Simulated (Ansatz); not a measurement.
CH₃AlClO, SMILES `C[O][Al][Cl]` radical. Charge 0, multiplicity 2.

Cartesian coordinates in Å:
```
C -0.546 -0.379 0.672
O 0.510 0.535 0.547
Al 1.447 1.173 -0.690
Cl 1.095 0.557 -2.684
H -1.407 0.111 1.135
H -0.858 -0.787 -0.296
H -0.241 -1.211 1.315
```

(1) List the harmonic frequencies (cm⁻¹, unscaled) at PBE0-D4/def2-TZVP in Ansatz. (An estimate is asked.)

(2) Is this a minimum?

(3) Give the ideal-gas thermochemistry at 298.15 K and 1 bar (rigid rotor, harmonic oscillator; point group Cs, symmetry number 1).

(4) And at 400, 500, 600, 800 and 1000 K?

Answers

(1) Ansatz gave: 78, 81, 138, 249, 487, 728, 1173, 1182, 1214, 1481, 1494, 1498, 3018, 3088, 3095.

(2) Yes, all 15 modes are real.

(3) Zero-point energy 113.7 kJ/mol; H(298) − E = 131.7 kJ/mol; entropy 337.7 J/(mol·K), of which translation 165.4, rotation 110.0, vibration 56.5, electronic 5.8; G(298) − E = 31.1 kJ/mol. Modes under 100 cm⁻¹ are hindered rotations or soft bends, so the harmonic entropy is rough.

(4) 
```json
{"T (K)": "400", "H − E (kJ/mol)": "140.1", "S (J/mol/K)": "361.8", "G − E (kJ/mol)": "-4.6"}
{"T (K)": "500", "H − E (kJ/mol)": "149.3", "S (J/mol/K)": "382.1", "G − E (kJ/mol)": "-41.8"}
{"T (K)": "600", "H − E (kJ/mol)": "159.2", "S (J/mol/K)": "400.3", "G − E (kJ/mol)": "-81.0"}
{"T (K)": "800", "H − E (kJ/mol)": "181.2", "S (J/mol/K)": "431.9", "G − E (kJ/mol)": "-164.3"}
{"T (K)": "1000", "H − E (kJ/mol)": "205.4", "S (J/mol/K)": "458.7", "G − E (kJ/mol)": "-253.4"}
```
